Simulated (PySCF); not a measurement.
Isomers of C7H13FSi, one GFN2-xTB conformer each. Single-point energies are computed at PBE0/pcSseg-1 (PySCF, gas phase, no added dispersion term), electronic only.

| SMILES | GFN2-xTB relative energy (kJ/mol) |
| --- | --- |
| C=C=C[C@H](CF)C[SiH2]C | 118.4 |
| FC1([SiH]2CCCC2)CC1 | 0.0 |

Conformers: `[CH2:1]=[C:2]=[CH:3][C@H:4]([CH2:5][F:6])[CH2:7][SiH2:8][CH3:9]` with C2–C3–C4–C5 -123°, C3–C4–C5–F6 164°, C3–C4–C7–Si8 178°, C4–C7–Si8–C9 164°; `[F:1][C:2]1([SiH:3]2[CH2:4][CH2:5][CH2:6][CH2:7]2)[CH2:8][CH2:9]1` with F1–C2–Si3–C4 -72°, C2–Si3–C4–C5 -132°, Si3–C4–C5–C6 40°, C4–C5–C6–C7 -52°, C5–C6–C7–Si3 36°.

Question: What does PBE0/pcSseg-1 give for the same structures?

Answer: 
```csv
SMILES,PBE0/pcSseg-1 E (Eh),PBE0/pcSseg-1 (kJ/mol),GFN2-xTB (kJ/mol),point group
FC1([SiH]2CCCC2)CC1,-663.28052,0.0,0.0,C1
C=C=C[C@H](CF)C[SiH2]C,-663.23673,115.0,118.4,C1
```

Both levels put the same isomer lowest. As drawn, the lower has a three-membered ring, which the higher lacks; the higher has cumulated double bonds and a C=C bond outside aromatic rings, which the lower lacks.

Question: Which frontier levels, dipoles and rotational constants go with these structures?

Answer: 
```
                SMILES  HOMO (eV, PBE0/pcSseg-1)  LUMO (eV)  dipole (D)       A, B, C (MHz)
   FC1([SiH]2CCCC2)CC1                     -7.80       1.02        1.91  2495, 921.8, 810.4
C=C=C[C@H](CF)C[SiH2]C                     -7.44       0.22        1.84  1929, 668.9, 533.7
```
